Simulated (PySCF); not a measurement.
# [Pm(NH3)3]3+ at several levels of theory

Computed with PySCF 2.14.0 (density fitting, no spin-orbit coupling) at the geometry relaxed with PBE0:

```xyz
13
[Pm(NH3)3]3+ (singlet in the valence; each metal's 4f electrons, 4 of them, lie in its core potential, out of spins and levels)
Pm    0.0000    0.0000   -0.7434
N     2.3531   -0.0014    0.0201
H     2.5809   -0.6331    0.8094
H     3.0450   -0.2808   -0.7004
H     2.7210    0.9113    0.3442
N    -1.1754    2.0385    0.0201
H    -0.7421    2.5517    0.8094
H    -1.2793    2.7775   -0.7004
H    -2.1497    1.9008    0.3442
N    -1.1777   -2.0372    0.0201
H    -1.8387   -1.9185    0.8094
H    -1.7657   -2.4967   -0.7004
H    -0.5712   -2.8121    0.3442
```

```csv
level,basis,state,HOMO (eV),gap (eV),charge on Pm1 (e),population of f-type functions on Pm1 (polarisation alone where 4f lies in the core),dipole about the centre of mass (D),largest force component (eV/Å)
PBE0,"Pm lcecp-1-SVP with ECP50, N def2-SVP, H def2-SVP",singlet,-24.29,8.03,1.87,0.04,2.31,0.01
revPBE,the same,singlet,-22.73,5.64,1.77,0.03,2.46,0.35
PBE0,"Pm lcecp-1-TZVP with ECP50, N def2-TZVP, H def2-TZVP",singlet,-24.19,8.04,2.10,0.05,2.32,0.37
```

In the lcecp rows the 4f levels are missing from HOMO and gap, and the state counts the valence alone.

Charges are Mulliken's, which hang on the basis. The relaxation used the grid (50, 194), these runs (75, 302) or, all-electron (x2c bases, spin-free X2C Hamiltonian), (99, 590).

What does PBE with Pm lcecp-1-SVP with ECP50, N def2-SVP, H def2-SVP give here?

state singlet, HOMO (eV) -22.76, gap (eV) 5.60, charge on Pm1 (e) 1.74, population of f-type functions on Pm1 (polarisation alone where 4f lies in the core) 0.03, dipole about the centre of mass (D) 2.51, largest force component (eV/Å) 0.36. Time: 9 s on 2 threads of Arm Neoverse V1 (shared host), from an already converged density.

In the first row's basis the gap widens with exact exchange: 5.6 eV for PBE, revPBE (none); 8.0 eV for PBE0 (a fixed share).

An lcecp potential fixes the number of 4f electrons, so in runs with it no electron can move into or out of that shell.
